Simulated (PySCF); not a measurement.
Tellurium: highly charged ions in a basis for the neutral atom

Te¹⁶⁺ [Kr], Te¹⁷⁺ [Ar] 3d10 4s2 4p5. All numbers are calculated (PySCF 2.14, scalar relativity through the core potential, in cc-pVDZ-PP with ECP28MDF (4s3p2d, 23 functions)). No spin-orbit coupling, so a gap to NIST mixes the basis error with missing relativistic terms.

Changed run: basis of the neutral atom used for a highly charged ion. This setting is unsound on purpose.

```csv
species,method,sound run (hartree),changed run (hartree),converged
Te¹⁶⁺,UHF,not run,-172.01057,yes
Te¹⁶⁺,M06-2X,not run,-172.25145,yes
Te¹⁶⁺,MN15,not run,-172.08473,yes
Te¹⁷⁺,UHF,not run,-154.79766,yes
Te¹⁷⁺,M06-2X,not run,-155.00846,yes
Te¹⁷⁺,MN15,not run,-154.88085,yes
```

Ionisation energy of Te¹⁶⁺:

```csv
method,changed run (eV),NIST (eV)
UHF,468.39,461 ± 3
M06-2X,469.21,461 ± 3
MN15,468.14,461 ± 3
```

The contracted functions were made for the neutral atom and can be too rigid for a highly charged ion.
